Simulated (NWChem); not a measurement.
diantimony (Sb2); SMILES [Sb]#[Sb]

Results from NWChem. def2 effective core potentials on Sb; no spin-orbit coupling. Each level has its own optimisation; frequencies are unscaled.

```csv
level,r Sb–Sb (Å),highest harmonic frequency (cm⁻¹),zero-point energy (kcal/mol)
"LDA (Slater exchange, VWN5)/def2-SVP (core potentials)",2.487,289,0.4
"B3LYP/3-21G (all-electron, non-relativistic)",2.581,263,0.4
BLYP/def2-SVP (core potentials),2.541,267,0.4
PBE0/def2-SVP (core potentials),2.478,300,0.4
```
